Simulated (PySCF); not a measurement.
**C₆ coefficients of unlike pairs at r2SCANh**

Calculated with PySCF 2.14 from the dipole response of each species, C₆(A,B) = (3/π) ∫ α_A(iu) α_B(iu) du, in atomic units, from isotropic polarisabilities. For ions this is the dispersion term alone; charge-induced terms of lower order in 1/R come first.

```csv
species,configuration,basis,relativity,α (bohr³),C₆ (like pair)
Be⁺,[He] 2s1 (2S),aug-cc-pCVDZ (5s4p2d),none,24.26,70.34
Ru,[Kr] 4d7 5s1 (5F),aug-cc-pVTZ-DK (9s8p6d3f2g),spin-free X2C,69.56,673.2
Ga⁺,[Ar] 3d10 4s2 (1S),aug-cc-pwCVTZ-PP with ECP10MDF (8s7p6d4f1g),core potential,18.21,96.79
Pd,[Kr] 4d10 (1S),def2-QZVPPD with the def2 core potential (28 electrons) (7s5p4d4f2g),core potential,25.35,182.6
```

Q: Estimate C₆ for Ga⁺ with Ru.

A: The integral gives 245.9. The combination rule 2 C_A C_B / (C_A α_B/α_A + C_B α_A/α_B) gives 238.7 and the geometric mean 255.3.

No spin-orbit coupling is included.

The other pairs:

```
    pair     C₆
 Pd, Be⁺  99.78
  Pd, Ru  334.1
Ga⁺, Be⁺  74.70
 Pd, Ga⁺  132.1
 Ru, Be⁺  213.6
```
